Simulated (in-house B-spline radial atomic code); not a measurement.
Mg4+: [He] 2s2 2p4

Level of theory: Dirac-Kohn-Sham RPBE, spherical fractional occupations, Fermi nucleus of rms radius 3.057 fm; calculated with an all-electron radial atomic-structure program (B-spline basis).

Effective charges: Z_r = [3n² - l(l+1)]/(2<r>) from the radius, Z_e = n√(-2ε) from the energy, and Slater's rules. Values are occupation-weighted means over j.

```csv
shell,electrons,ε (eV),<r> (bohr),Z_r,Z_e,Slater
1s,2,-1359.6,0.1304,11.50,10.00,11.70
2s,2,-160.88,0.6482,9.26,6.88,8.55
2p,4,-128.76,0.6063,8.25,6.15,8.55
```

The least bound orbital is 2p3/2 at -128.6 eV, while the most diffuse is 2s1/2 (<r> = 0.6482 bohr against 0.6069 bohr): energy order and size order differ.

Spin-orbit splittings of the orbital energies (j = l + 1/2 above j = l - 1/2 when positive): 2p 0.358 eV.

For the 1s electron the small component carries 0.18 % of the norm, the zero-frequency Breit interaction raises the level by 0.6692 eV, self-energy by 0.2786 eV, and vacuum polarisation lowers it by 0.01613 eV.
